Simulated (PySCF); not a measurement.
Compound: C3H4AlFO2.
Numbering: `[F:1][Al@@H-:2]1[O:3][CH:4]=[CH:5][CH:6]=[O+:7]1` (hydrogens: H8 on Al2; H9 on C4; H10 on C5; H11 on C6)

Structure used (PBE0-D3(BJ)/def2-SVP), in Å, numbered top down from 1:
```xyz
11
C3H4AlFO2 angstrom
F     -2.543   -0.126    1.269
Al    -1.770   -0.072   -0.212
O     -0.454   -1.372   -0.190
C      0.785   -1.190    0.015
C      1.410    0.049    0.162
C      0.686    1.240    0.063
O     -0.562    1.330   -0.138
H     -2.619   -0.080   -1.534
H      1.400   -2.105    0.068
H      2.486    0.089    0.332
H      1.227    2.197    0.155
```

Theory: PBE0-D3(BJ)/def2-SVP geometry optimisation, gas phase (PySCF 2.14.0).

Masses are those of the commonest isotopes; rigid-rotor values at the optimised geometry. 

(1) What are A, B and C (MHz)?

(2) What kind of rotor is it?

(3) What does the inertial defect say?

(4) Predict some low-J microwave lines.

(5) Estimate the classical rotational partition function at 50 K, 100 K and 500 K.

Answers

(1) Ia = 132.20, Ib = 255.17, Ic = 329.68 u·Å²; 505379 MHz·u·Å²/I gives A = 3823, B = 1981, C = 1533 MHz.

(2) An asymmetric top: κ = (2 × 1981 − 3823 − 1533)/(3823 − 1533) = -0.61.

(3) Not planar: Δ = Ic − Ia − Ib = -57.69 u·Å². For a rigid frame Δ = −2 Σ m c², so Σ m c² = 28.84 u·Å² lies off the ab plane: 4.48 from hydrogen and 24.36 from heavier atoms. The atom farthest from that plane is 1.95 Å away.

(4) The dipole components are |μa| = 5.15 D, |μb| = 0.00 D, |μc| = 0.20 D; the mirror of this Cs structure is the ac plane, so μb vanishes by symmetry and there are no b-type lines. The squared components, which scale the intensities, stand as 1.00 : 0.00 (a : c). Some lines, for components of 0.1 D or more:

```tsv
type	branch	J(Ka,Kc)	MHz	lower level (cm⁻¹)
c	Q	4(1,4) ← 4(0,4)	641	1.139
c	Q	3(1,3) ← 3(0,3)	1030	0.692
c	R	2(1,1) ← 1(0,1)	9765	0.117
a	R	4(0,4) ← 3(0,3)	13423	0.692
c	R	2(2,1) ← 1(1,1)	13450	0.179
a	R	4(2,2) ← 3(2,1)	14628	0.991
c	R	3(2,1) ← 2(1,1)	16417	0.443
a	R	5(4,2) ← 4(4,1)	17728	2.277
c	R	4(1,3) ← 3(0,3)	18490	0.692
c	R	3(3,1) ← 2(2,1)	20914	0.627
c	R	5(1,4) ← 4(0,4)	23358	1.139
c	R	4(4,0) ← 3(3,0)	28525	1.325
c	R	5(5,1) ← 4(4,1)	36176	2.277
```

(5) Point group Cs, symmetry number σ = 1; q = (√π/σ)·√((kT/h)³/(ABC)), k/h = 20836.6 MHz/K: 17500 at 50 K, 49500 at 100 K, 553000 at 500 K.

Whether it is a minimum is left open (no frequencies). These are rigid-rotor constants of the computed structure; measured ground-state constants (B0) also hold zero-point vibration. Quadrupole hyperfine structure (27Al) is left out.
